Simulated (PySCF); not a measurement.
Diatomic cations of Zn with the second period

PBE0 with double-zeta basis sets in PySCF, for the lowest determinant that a PBE0 search found; no spin–orbit coupling. De refers to high-spin ground-configuration atoms (the charge goes to the atom of lower measured ionisation energy or higher electron affinity, which is not always the lowest computed limit). A positive dipole points towards Zn; it is taken about the centre of mass and depends on that origin.

```csv
M,basis,charged atom,state (unpaired electrons),Re (Å),ωe (cm⁻¹),De (eV),μ (D)
Li,x2c-SVPall,Li+,singlet (closed shell),2.670,258,0.63,-8.03
Be,x2c-SVPall,Be+,doublet (σ ↑),2.395,367,1.91,-3.48
B,def2-SVP,B+,singlet (closed shell),2.351,338,2.26,-1.38
C,def2-SVP,Zn+,doublet (π ↑),2.111,413,1.55,1.10
N,def2-SVP,Zn+,triplet (π ↑↑),1.987,431,1.07,2.60
O,cc-pVDZ-PP/cc-pVDZ,Zn+,doublet (π ↑),1.784,641,1.63,4.38
F,x2c-SVPall,Zn+,singlet (closed shell),1.721,714,2.67,5.83
```

The shortest bond is that of ZnF⁺ (1.721 Å), the longest that of LiZn⁺ (2.670 Å). ZnF⁺ is bound most strongly (2.67 eV) and LiZn⁺ least (0.63 eV).

The rows differ in basis set, which adds steps of its own.

The state changes along the series, so neighbouring rows are not always alike in their bonding.

Closed-shell solutions of metal pairs were not tested for spin polarisation, which can lower them a little. For an ion De counts to the pair picked by the measured ionisation energies or electron affinities, which need not be the lowest pair at this level. States were picked by a PBE0 search and need not be the measured ground states.
